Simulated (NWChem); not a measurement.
System: CH$_{3}$BrTe; SMILES Br[Te]C

Input file for NWChem:

```
start job
memory heap 200 mb stack 900 mb global 1100 mb
geometry units angstroms noautoz
  Te     0.305229     0.854769     0.000000
  Br     0.039804    -1.650435     0.000000
  C     -1.799932     1.277199     0.000000
  H     -2.259895     0.863170     0.905135
  H     -2.259895     0.863170    -0.905135
  H     -1.892488     2.373644     0.000000
end
basis spherical
  * library 3-21g
end
dft
  xc xpbe96 cpbe96
  iterations 150
  mulliken
end
task dft energy
```

Excerpt of the output:

```
             Northwest Computational Chemistry Package (NWChem) 7.3.0
             --------------------------------------------------------

 CS  symmetry detected

                             Geometry "geometry" -> ""
                             -------------------------

 Output coordinates in angstroms (scale by  1.889725989 to convert to a.u.)

  No.       Tag          Charge          X              Y              Z
 ---- ---------------- ---------- -------------- -------------- --------------
    1 Te                  52.0000     0.32767250     0.86256821     0.00000000
    2 Br                  35.0000    -0.00411688    -1.63471297     0.00000000
    3 C                    6.0000    -1.76554146     1.34069504     0.00000000
    4 H                    1.0000    -2.23632591     0.93901359     0.90513500
    5 H                    1.0000    -2.23632591     0.93901359    -0.90513500
    6 H                    1.0000    -1.82897852     2.43920948     0.00000000

 Effective nuclear repulsion energy (a.u.)     546.0825168680

      Symmetry information
      --------------------

 Group name             Cs
 Group number              2
 Group order               2
 No. of unique centers     5

  pbe96 is a nonlocal functional; adding pw91lda local functional.

                                 NWChem DFT Module
                                 -----------------

 Summary of "ao basis" -> "ao basis" (spherical)
 ------------------------------------------------------------------------------
       Tag                 Description            Shells   Functions and Types
 ---------------- ------------------------------  ------  ---------------------
 Te                          3-21g                  13       31   6s5p2d
 Br                          3-21g                  10       22   5s4p1d
 C                           3-21g                   5        9   3s2p
 H                           3-21g                   2        2   2s

      Symmetry analysis of basis
      --------------------------

        a'         49
        a"         19

            General Information
            -------------------
          SCF calculation type: DFT
          Wavefunction type:  closed shell.
          No. of atoms     :     6
          No. of electrons :    96
           Alpha electrons :    48
            Beta electrons :    48
          Charge           :     0
          Spin multiplicity:     1
          Use of symmetry is: on ; symmetry adaption is: on
          Maximum number of iterations: 150
          AO basis - number of functions:    68
                     number of shells:    34
          Convergence on energy requested:  1.00D-06
          Convergence on density requested:  1.00D-05
          Convergence on gradient requested:  5.00D-04

              XC Information
              --------------
          PerdewBurkeErnzerhof Exchange Functional  1.000
            Perdew 1991 LDA Correlation Functional  1.000 local
           PerdewBurkeErnz. Correlation Functional  1.000 non-local

             Grid Information
             ----------------
          Grid used for XC integration:  medium
          Radial quadrature: Mura-Knowles
          Angular quadrature: Lebedev.
          Tag              B.-S. Rad. Rad. Pts. Rad. Cut. Ang. Pts.
          ---              ---------- --------- --------- ---------
          Te                  1.40      123           8.0       590
          Br                  1.15      112          11.0       590
          C                   0.70       49          10.0       434
          H                   0.35       45          11.0       434
          Grid pruning is: on
          Number of quadrature shells:   374
          Spatial weights used:  Erf1

      Superposition of Atomic Density Guess
      -------------------------------------

 Sum of atomic energies:       -9181.69450520

      Non-variational initial energy
      ------------------------------

 Total energy =   -9182.487040
 1-e energy   =  -13778.329861
 2-e energy   =    4049.760305
 HOMO         =      -0.205389
 LUMO         =      -0.052103

      Symmetry analysis of molecular orbitals - initial
      -------------------------------------------------

  Numbering of irreducible representations:

     1 a'          2 a"

  Orbital symmetries:

     1 a'          2 a'          3 a'          4 a'          5 a'
     6 a"          7 a'          8 a'          9 a'         10 a"
    11 a'         12 a'         13 a'         14 a"         15 a'
    16 a'         17 a'         18 a"         19 a"         20 a'
    21 a'         22 a'         23 a'         24 a"         25 a'
    26 a'         27 a'         28 a"         29 a'         30 a'
    31 a"         32 a'         33 a"         34 a'         35 a'
    36 a'         37 a"         38 a"         39 a'         40 a'
    41 a'         42 a'         43 a"         44 a'         45 a'
    46 a"         47 a'         48 a"         49 a'         50 a'
    51 a'         52 a'         53 a"         54 a'         55 a'
    56 a"         57 a'         58 a'

     ---------------------------------------------
      Total Density - Mulliken Population Analysis
     ---------------------------------------------

    Atom       Charge   Shell Charges
 -----------   ------   -------------------------------------------------------
    1 Te  52    51.48   2.00  2.00  6.00  2.00  6.00  2.00  5.96  0.99  1.99  0.88  1.68 10.00 10.00
    2 Br  35    35.39   2.00  2.00  5.99  2.00  5.97  0.77  2.31  1.21  3.14 10.00
    3 C    6     6.91   1.99  0.39  1.50  1.18  1.86
    4 H    1     0.74   0.41  0.33
    5 H    1     0.74   0.41  0.33
    6 H    1     0.74   0.41  0.33

   convergence    iter        energy       DeltaE   RMS-Dens  Diis-err
 ---------------- ----- ----------------- --------- --------- ---------
 d= 0,ls=0.0,diis     1  -9185.7521330664 -9.73D+03  1.85D-02  4.57D-01
 d= 0,ls=0.0,diis     2  -9185.7447664548  7.37D-03  1.70D-02  2.11D-01
 d= 0,ls=0.0,diis     3  -9185.7595962402 -1.48D-02  8.17D-03  1.44D-01
 d= 0,ls=0.0,diis     4  -9185.7907770700 -3.12D-02  1.32D-03  2.15D-03
 d= 0,ls=0.0,diis     5  -9185.7912089048 -4.32D-04  3.70D-04  1.27D-04
  Resetting Diis
 d= 0,ls=0.0,diis     6  -9185.7912284523 -1.95D-05  1.20D-04  6.26D-05
 d= 0,ls=0.0,diis     7  -9185.7912381245 -9.67D-06  7.96D-05  1.28D-06
 d= 0,ls=0.0,diis     8  -9185.7912373240  8.00D-07  4.81D-05  4.91D-06
 d= 0,ls=0.0,diis     9  -9185.7912384876 -1.16D-06  3.86D-06  2.43D-08
 d= 0,ls=0.0,diis    10  -9185.7912384927 -5.06D-09  6.04D-07  9.84D-10

         Total DFT energy =    -9185.791238492708
      One electron energy =   -13780.731138132596
           Coulomb energy =     4317.141315292205
    Exchange-Corr. energy =     -268.283932520269
 Nuclear repulsion energy =      546.082516867953

 Numeric. integr. density =       96.000013515610

                  Occupations of the irreducible representations
                  ----------------------------------------------

                     irrep           alpha         beta
                     --------     --------     --------
                     a'               34.0         34.0
                     a"               14.0         14.0

                       DFT Final Molecular Orbital Analysis
                       ------------------------------------

 Vector   46  Occ=2.000000D+00  E=-2.636927D-01  Symmetry=a"
              MO Center=  3.0D-02, -1.1D+00, -3.3D-15, r^2= 2.6D+00
   Bfn.  Coefficient  Atom+Function         Bfn.  Coefficient  Atom+Function
  ----- ------------  ---------------      ----- ------------  ---------------
    48      0.527048  2 Br pz                44      0.450273  2 Br pz
    40     -0.310532  2 Br pz                17      0.243925  1 Te pz
    21      0.221645  1 Te pz                13     -0.187942  1 Te pz
    36      0.100569  2 Br pz                 9      0.084697  1 Te pz
    58     -0.058547  3 C  pz                62     -0.057000  3 C  pz

 Vector   47  Occ=2.000000D+00  E=-2.442202D-01  Symmetry=a'
              MO Center= -1.2D-01, -1.1D+00,  7.6D-16, r^2= 3.0D+00
   Bfn.  Coefficient  Atom+Function         Bfn.  Coefficient  Atom+Function
  ----- ------------  ---------------      ----- ------------  ---------------
    46      0.564530  2 Br px                42      0.477396  2 Br px
    38     -0.326844  2 Br px                60      0.192115  3 C  px
    59      0.187454  3 C  s                 18     -0.180935  1 Te s
    15     -0.169401  1 Te px                56      0.144665  3 C  px
    11      0.120224  1 Te px                34      0.105759  2 Br px

 Vector   48  Occ=2.000000D+00  E=-1.793041D-01  Symmetry=a"
              MO Center=  2.1D-01,  3.7D-01,  3.2D-16, r^2= 3.4D+00
   Bfn.  Coefficient  Atom+Function         Bfn.  Coefficient  Atom+Function
  ----- ------------  ---------------      ----- ------------  ---------------
    17      0.565296  1 Te pz                21      0.494818  1 Te pz
    13     -0.413192  1 Te pz                48     -0.333243  2 Br pz
    44     -0.261857  2 Br pz                 9      0.184889  1 Te pz
    40      0.176997  2 Br pz                64     -0.112252  4 H  s
    66      0.112252  5 H  s                 58     -0.064885  3 C  pz

 Vector   49  Occ=0.000000D+00  E=-1.113982D-01  Symmetry=a'
              MO Center=  2.2D-01,  8.9D-02, -2.1D-15, r^2= 4.1D+00
   Bfn.  Coefficient  Atom+Function         Bfn.  Coefficient  Atom+Function
  ----- ------------  ---------------      ----- ------------  ---------------
    20      0.687567  1 Te py                47      0.605461  2 Br py
    16      0.537962  1 Te py                12     -0.384535  1 Te py
    45      0.341338  2 Br s                 43      0.333444  2 Br py
    39     -0.230255  2 Br py                 8      0.170877  1 Te py
    18     -0.157288  1 Te s                 14     -0.151164  1 Te s

 Vector   50  Occ=0.000000D+00  E=-2.942563D-02  Symmetry=a'
              MO Center= -3.2D-01,  9.2D-01,  1.6D-16, r^2= 3.8D+00
   Bfn.  Coefficient  Atom+Function         Bfn.  Coefficient  Atom+Function
  ----- ------------  ---------------      ----- ------------  ---------------
    59      0.973023  3 C  s                 19      0.912514  1 Te px
    60      0.636846  3 C  px                18     -0.519079  1 Te s
    15      0.410285  1 Te px                11     -0.295525  1 Te px
    56      0.287133  3 C  px                14     -0.173532  1 Te s
    61     -0.171665  3 C  py                47      0.168592  2 Br py

 Vector   51  Occ=0.000000D+00  E= 1.012925D-01  Symmetry=a'
              MO Center= -1.8D+00,  1.7D+00,  1.6D-14, r^2= 3.1D+00
   Bfn.  Coefficient  Atom+Function         Bfn.  Coefficient  Atom+Function
  ----- ------------  ---------------      ----- ------------  ---------------
    59      1.815926  3 C  s                 68     -1.337070  6 H  s
    64     -0.730613  4 H  s                 66     -0.730613  5 H  s
    60     -0.508937  3 C  px                61      0.501902  3 C  py
    14      0.428139  1 Te s                 18     -0.300725  1 Te s
    56     -0.207632  3 C  px                15     -0.198053  1 Te px

     ---------------------------------------------
      Total Density - Mulliken Population Analysis
     ---------------------------------------------

    Atom       Charge   Shell Charges
 -----------   ------   -------------------------------------------------------
    1 Te  52    51.56   2.00  2.00  6.00  2.00  5.99  2.00  5.96  1.15  2.27  0.76  1.45 10.00  9.99
    2 Br  35    35.25   2.00  2.00  5.99  2.00  5.95  0.85  2.33  1.18  2.96 10.00
    3 C    6     6.95   1.99  0.36  1.62  1.21  1.77
    4 H    1     0.74   0.46  0.28
    5 H    1     0.74   0.46  0.28
    6 H    1     0.75   0.46  0.30

     -------------------------------------------
      Total Density - Lowdin Population Analysis
     -------------------------------------------

    Atom       Charge   Shell Charges
 -----------   ------   -------------------------------------------------------
    1 Te  52    51.69   2.00  2.00  6.00  1.98  5.97  1.99  5.73  1.06  2.28  0.81  1.88 10.00  9.99
    2 Br  35    35.17   2.00  1.99  5.98  2.00  5.79  0.94  2.44  1.01  3.02 10.00
    3 C    6     6.52   1.97  0.44  1.53  0.66  1.91
    4 H    1     0.87   0.45  0.42
    5 H    1     0.87   0.45  0.42
    6 H    1     0.87   0.45  0.42

     Multipole analysis of the density
     ---------------------------------

     L   x y z        total         alpha         beta         nuclear
     -   - - -        -----         -----         ----         -------
     0   0 0 0     -0.000000    -48.000000    -48.000000     96.000000

     1   1 0 0     -0.464264     -0.232132     -0.232132     -0.000000
     1   0 1 0      0.826269      0.413134      0.413134     -0.000000
     1   0 0 1     -0.000000     -0.000000     -0.000000      0.000000

     2   2 0 0    -37.947602    -86.170669    -86.170669    134.393736
     2   1 1 0     -1.190924     13.564947     13.564947    -28.320818
     2   1 0 1      0.000000      0.000000      0.000000      0.000000
     2   0 2 0    -38.415134   -288.318129   -288.318129    538.221123
     2   0 1 1      0.000000      0.000000      0.000000      0.000000
     2   0 0 2    -41.461946    -23.656636    -23.656636      5.851327
```

Level: PBE/3-21G, non-relativistic. Coordinates come from a PBE0/def2-SVP (def2 core potentials past Kr) optimisation.
